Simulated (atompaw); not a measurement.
Pseudopotential generation for Fe (Z = 26): PAW (atompaw), PBE, scalar-relativistic.

atompaw 4.2.0.5 was run on this input:

```
Fe 26
GGA-PBE scalarrelativistic loggrid 1500 logderivrange -4 5 226
4 4 3 0 0 0
4 0 0
4 1 0
3 2 6
0 0 0
c
c
c
v
c
c
v
v
2
2.55 2.50 2.30 2.35
y
0.15
n
y
0.5
n
y
-0.05
n
custom rrkj vanderbiltortho besselshape
3 0.5 ultrasoft
2.55
2.55
2.55
2.55
1.70
1.70
PWSCFOUT
UPFDX 0.0125d0 UPFXMIN -7.d0 UPFZMESH 26.d0
END
```

Command:

```bash
atompaw < Fe.input > Fe.log
```

The program printed (summary file):

```
Completed calculations for Fe (AE)

 Exchange-correlation type: GGA, Perdew-Burke-Ernzerhof

 Radial integration grid is logarithmic
 r0 =   3.1899155E-04 h =   8.2937802E-03   n =      1500 rmax =   8.0000000E+01

 Scalar relativistic calculation

 AEatom converged in  23 iterations
   nz     =  26.00
   delta  =       3.867453594446E-17

 All Electron Orbital energies:
  n  l      occupancy      energy
  1  0      2.0000000E+00 -5.1578379E+02
  2  0      2.0000000E+00 -6.1586272E+01
  3  0      2.0000000E+00 -8.2665153E+00
  4  0      0.0000000E+00 -1.4845322E+00
  2  1      6.0000000E+00 -5.2675796E+01
  3  1      6.0000000E+00 -5.7706739E+00
  4  1      0.0000000E+00 -1.0507699E+00
  3  2      6.0000000E+00 -1.8901758E+00

 Total energy
   Total                    :    -2543.06706995603918

 ---
 Completed calculations for Fe (SC)

 Exchange-correlation type: GGA, Perdew-Burke-Ernzerhof

 Radial integration grid is logarithmic
 r0 =   3.1899155E-04 h =   8.2937802E-03   n =      1500 rmax =   8.0000000E+01

 Scalar relativistic calculation

 SCatom converged in   1 iterations
   nz     =  26.00
   delta  =       1.741374231557E-18

 Valence Electron Orbital energies:
  n  l      occupancy      energy
   4  0      0.0000000E+00 -1.4845322E+00
   4  1      0.0000000E+00 -1.0507699E+00
   3  2      6.0000000E+00 -1.8901758E+00

 Total energy
   Total                    :    -2543.06706995601962
   Valence                  :     -139.22095185580380

 PAW parameters:
       lmax =            2
         rc =    2.5599487100833054
        irc =         1085
   rc_shape =    2.5178304004832941
    rc_vloc =    2.3174068428655659
    rc_core =    2.3561728885063404
   Vloc: Non norm-conserving form with l= 3;e=   5.0000E-01
   Projector type: RRKJ pseudization + Vanderbilt ortho.
   Bessel compensation charge shape zeroed at   2.5178E+00

 Number of basis functions     6
 No.   n  nodes  l      Energy         Cp coeff         Occ
  1    4    3    0   -0.1484532E+01  0.2221427E+02  0.0000000E+00
  2  999    4    0    0.1500000E+00  0.1692747E-01  0.0000000E+00
  3    4    2    1   -0.1050770E+01  0.5891006E+02  0.0000000E+00
  4  999    3    1    0.5000000E+00  0.1591652E+01  0.0000000E+00
  5    3    0    2   -0.1890176E+01 -0.1259636E+01  0.6000000E+01
  6  999    1    2   -0.5000000E-01 -0.4079252E+00  0.0000000E+00

 Eigenvalues of overlap operator (in the basis of projectors):
    1        8.67468624E-04
    2        8.81472211E-02
    3        4.52437280E-01
    4        2.25914781E+01
    5        3.42305163E+01
    6        5.24027793E+01

 Orbital leakage outside PAW augmentation regions
   orb  is_core?  %out_of_sphere
   1 0    T           0.00
   2 0    T           0.00
   3 0    T           0.02
   4 0    F          43.08
   2 1    T           0.00
   3 1    T           0.08
   4 1    F          62.73
   3 2    F           2.57

 Summary of PAW energies
   Total valence energy     :   -139.22095321133918
   Smooth energy            :     18.42174546045110
   One center               :   -157.64269867179027
   Smooth kinetic           :     17.90807656604135
   Vloc energy              :     -1.41697280088495
   Smooth exch-corr         :     -2.70402670124715
   One-center xc            :   -107.61820395518926
```

The run took about 1.5 s on one core of a shared server CPU.
